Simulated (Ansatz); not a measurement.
Ansatz (a quantum-chemistry and plane-wave program) input (PBE/def2-SVP):

Ansatz 0.2 input:
```yaml
crystal:
  periodic: [false, false, false]
  atoms:
    - {symbol: Hg, position_ang: [0.00000000, 0.00000000, 0.00000000]}
basis:
  gaussian:
    orbitals: def2-SVP
hamiltonian:
  xc: {name: PBE}
scf: {lower_state_search: full}
```

From the last part of the output:

```
Functional definition: PBE
integrals: 0.00 GiB planned
298 factors; their error is unknown
mean field: 0.07 GiB planned
mean field evaluation 1: about -4178.3471 eV, gradient 3.3e0 eV
mean field evaluation 2: about -4178.3355 eV, gradient 4.1e0 eV
mean field evaluation 4: about -4178.3695 eV, gradient 4.4e-3 eV
mean field evaluation 8: about -4178.3515 eV, gradient 2.6e-5 eV
mean field evaluation 16: about -4178.3689 eV, gradient 5.2e-1 eV
mean field evaluation 32: about -4178.3515 eV, gradient 1.3e-3 eV
mean field -4178.35149340 eV, -153.5515851942 hartree, gradient 4.1e-6 eV, S^2 0.000000; 2 other end points of the search recorded, 0 dependent functions left out
reference -4178.35151726 eV, -153.5515860708 hartree; 10, 10 occupied and 22, 22 virtual orbitals, 298 factors
Total energy: -4178.35151726 eV, -153.5515860708 hartree
```
